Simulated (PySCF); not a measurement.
## Se (selenium, neutral): UHF calculation

Configuration: [Ar] 3d10 4s2 4p4, high-spin 3P determinant. Calculation: PySCF 2.14, in Sapporo-DKH3-DZP-2012 (6s5p3d1f, 43 functions); scalar relativity by spin-free X2C-1e.

* Total energy: -2428.010329 hartree
* One-electron energy: -3379.1733 hartree
* Hartree (Coulomb) energy: 1038.0747 hartree
* Exchange energy: -86.9118 hartree
* ⟨S²⟩: 2.0077
* ⟨L²⟩: 2.025
* Sum of ⟨r⟩: 25.26 bohr
* Sum of ⟨r²⟩: 40.69 bohr²
* Traceless quadrupole moment −½Σ⟨3z² − r²⟩ along its main axis: -2.80 e·bohr²
* Langevin diamagnetic susceptibility: -32.2 ×10⁻⁶ cm³/mol
* Time after the integrals: 0.13 s of wall time on 1 thread of Neoverse-V2 (shared host)

```csv
shell,electrons,mean orbital energy (eV),spread (eV),"rms radius, mean of both spins (bohr)"
1s α,1,-12736.8,0,0.0508
1s β,1,-12736.6,0,0.0508
2s α,1,-1696.3,0,0.212
2s β,1,-1696.2,0,0.212
2p α,3,-1487.5,0.171,0.189
2p β,3,-1487.3,0.069,0.189
3s α,1,-250.91,0,0.613
3s β,1,-250.54,0,0.613
3p α,3,-183.22,0.564,0.636
3p β,3,-182.72,0.065,0.636
3d α,5,-70.782,0.536,0.696
3d β,5,-70.523,0.291,0.696
4s α,1,-26.072,0,1.97
4s β,1,-20.783,0,1.97
4p α,3,-11.559,1.688,2.48
4p β,1,-9.315,0,2.48
```

Densities and radii are taken from the X2C orbitals without a picture-change correction, which distorts them close to the nucleus.
